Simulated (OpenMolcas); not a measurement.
## Mn4+: effect of the basis set

```yaml
Program: OpenMolcas
Method: CASSCF
Active_space: 3 electrons in 5 orbitals (3d)
State_averaging: 2S+1 = 4 even, 10 roots; 2S+1 = 2 even, 40 roots
Spin-orbit_coupling: RASSI with atomic mean-field integrals over the reference wave functions, term energies averaged over their components
```

A. ANO-R1 [5s3p3d1f], X2C, finite nucleus; cost roughly 10 core-seconds
B. ANO-L-VTZP [6s5p3d2f1g], non-relativistic, point nucleus; cost about 16 core-seconds
C. ANO-RCC-VTZP [6s5p3d2f1g], DKH2, point nucleus; cost roughly 11 core-seconds
D. ANO-R2 [7s4p4d2f1g], X2C, finite nucleus; cost of the order of 11 core-seconds
E. ANO-RCC-VQZP [7s6p4d3f2g1h], DKH2, point nucleus; cost about 13 core-seconds
F. ANO-R3 [8s5p5d3f2g1h], X2C, finite nucleus; cost about 11 core-seconds

Energies in eV above 3d3 4F 3/2, the measured ground level; measured values from Corliss and Sugar, J. Phys. Chem. Ref. Data 6, 1253 (1977).

```json
{"Level": "3d3 4F 3/2", "A": "0.0000", "B": "0.0000", "C": "0.0000", "D": "0.0000", "E": "0.0000", "F": "0.0000", "Measured": "0.0000"}
{"Level": "3d3 4F 5/2", "A": "0.0464", "B": "0.0482", "C": "0.0460", "D": "0.0451", "E": "0.0446", "F": "0.0451", "Measured": "0.0445"}
{"Level": "3d3 4F 7/2", "A": "0.1096", "B": "0.1137", "C": "0.1087", "D": "0.1065", "E": "0.1053", "F": "0.1067", "Measured": "0.1035"}
{"Level": "3d3 4F 9/2", "A": "0.1880", "B": "0.1948", "C": "0.1865", "D": "0.1828", "E": "0.1808", "F": "0.1830", "Measured": "0.1751"}
{"Level": "3d3 4P 1/2", "A": "2.5598", "B": "2.5462", "C": "2.5379", "D": "2.5452", "E": "2.5524", "F": "2.5446", "Measured": "2.0376"}
{"Level": "3d3 4P 3/2", "A": "2.5788", "B": "2.5655", "C": "2.5567", "D": "2.5638", "E": "2.5709", "F": "2.5633", "Measured": "2.0575"}
{"Level": "3d3 2G 7/2", "A": "2.6198", "B": "2.6004", "C": "2.5953", "D": "2.6062", "E": "2.6160", "F": "2.6047", "Measured": "2.2184"}
{"Level": "3d3 4P 5/2", "A": "2.6341", "B": "2.6234", "C": "2.6117", "D": "2.6174", "E": "2.6238", "F": "2.6170", "Measured": "2.1138"}
{"Level": "3d3 2G 9/2", "A": "2.6843", "B": "2.6666", "C": "2.6591", "D": "2.6690", "E": "2.6784", "F": "2.6679", "Measured": "2.2812"}
{"Level": "3d3 2P 1/2", "A": "3.4527", "B": "3.4282", "C": "3.4208", "D": "3.4347", "E": "3.4461", "F": "3.4322", "Measured": "2.8618"}
{"Level": "3d3 2H 9/2", "A": "3.4609", "B": "3.4367", "C": "3.4288", "D": "3.4425", "E": "3.4538", "F": "3.4401", "Measured": "3.0965"}
{"Level": "3d3 2P 3/2", "A": "3.4700", "B": "3.4445", "C": "3.4379", "D": "3.4523", "E": "3.4639", "F": "3.4495", "Measured": "2.8416"}
{"Level": "3d3 2H 11/2", "A": "3.5093", "B": "3.4863", "C": "3.4767", "D": "3.4898", "E": "3.5008", "F": "3.4876", "Measured": "3.1410"}
{"Level": "3d3 2D 3/2(1)", "A": "3.7775", "B": "3.7518", "C": "3.7420", "D": "3.7568", "E": "3.7688", "F": "3.7539", "Measured": "3.0588"}
{"Level": "3d3 2D 5/2(1)", "A": "3.8135", "B": "3.7872", "C": "3.7776", "D": "3.7928", "E": "3.8049", "F": "3.7898", "Measured": "3.0537"}
{"Level": "3d3 2F 7/2", "A": "5.9411", "B": "5.9002", "C": "5.8871", "D": "5.9108", "E": "5.9271", "F": "5.9049", "Measured": "5.0119"}
{"Level": "3d3 2F 5/2", "A": "5.9694", "B": "5.9292", "C": "5.9150", "D": "5.9383", "E": "5.9544", "F": "5.9325", "Measured": "5.0470"}
{"Level": "3d3 2D 5/2(2)", "A": "9.2774", "B": "9.2076", "C": "9.1917", "D": "9.2329", "E": "9.2583", "F": "9.2208", "Measured": "7.7624"}
{"Level": "3d3 2D 3/2(2)", "A": "9.3109", "B": "9.2422", "C": "9.2248", "D": "9.2655", "E": "9.2905", "F": "9.2536", "Measured": "7.7928"}
```

Deviations, from unrounded energies. A percentage is the sum of absolute deviations over the sum of measured energies, with the sign that they share, or ± where signs differ.

```tsv
Against measurement	Levels	A	B	C	D	E	F
mean absolute deviation (cm-1)	18	4800	4600	4500	4600	4700	4600
fine structure of the ground term (%)	3	+6.4	+10.4	+5.6	+3.5	+2.4	+3.6
other terms of the ground configuration (%)	15	+19.6	+18.8	+18.6	+19.0	+19.4	+18.9
```

B, C, D, E, F lie about equally close to measurement and A furthest from it. The largest miss of C in the table is 3d3 2D 3/2(2), by +12000 cm-1. The ranking rests on the paired levels alone, and a cruder setting can come out closer through cancelling errors.

Among A to F the level of the table that moves most is 3d3 2D 3/2(2), by 690 cm-1 (lowest in C, highest in A).

Without dynamic correlation excited terms often stand tens of per cent too high (terms of higher spin than the ground term too low), and those without a measured partner can miss by more than the paired ones. Some levels mix across a computed gap that differs much from the measured one, so their mixing is not that of the real levels. The basis is small and was not contracted for so high a charge (holds for A). Computed and measured levels are paired by configuration, term and J; levels that our copy of the source lacks, or whose pairing is in doubt (as where it misses far off the trend of its configuration), stay unpaired and out of the deviations. Only configurations of the active space appear.

A number in round brackets counts repeated terms of one configuration in the order of the reference energies.
